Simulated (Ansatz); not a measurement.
`C[CH](F)[InH][F]`, charge 0, multiplicity 1.

Task: Give a relaxed structure at PBE0-D4/def2-TZVP (the Gaussian-basis code of Ansatz). (Estimate.)

Result: Computed: 
Z-matrix (Å, degrees):
```
C
C 1 1.507
H 1 1.092 2 111.9
H 1 1.094 2 110.5 3 -120.3
H 1 1.093 2 109.6 3 120.0
F 2 1.395 1 109.9 3 60.1
In 2 2.174 1 112.5 3 -63.2
H 2 1.095 1 110.0 3 177.3
F 7 1.974 2 104.3 1 -47.8
H 7 1.703 2 144.5 1 131.4
```
This is one stationary point; other conformers may exist.
